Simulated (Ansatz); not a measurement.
Cartesian coordinates in Å:
```
B -0.258 0.369 1.307
Ga 0.573 -0.472 -0.407
O -0.175 -0.154 -2.012
H -1.099 -0.194 1.945
H 0.084 1.442 1.715
H 1.824 -1.401 -0.560
H -0.949 0.411 -1.987
```

Charge 0, multiplicity 1.

List the r2SCAN/def2-TZVPP orbital energies in eV (Ansatz 0.2.0). (Best estimate.)

Computed: Occupied: -10122.00, -1244.20, -1100.65, -1100.53, -1100.53, -515.31, -181.22, -147.80, -100.78, -100.47, -100.44, -25.39, -20.34, -20.24, -20.21, -20.12, -20.00, -13.30, -12.20, -9.75, -9.10, -8.13, -7.50, -6.68. Lowest empty: -3.22, -1.46, 0.43, 1.59, 2.10, 2.95, 3.42, 3.63.
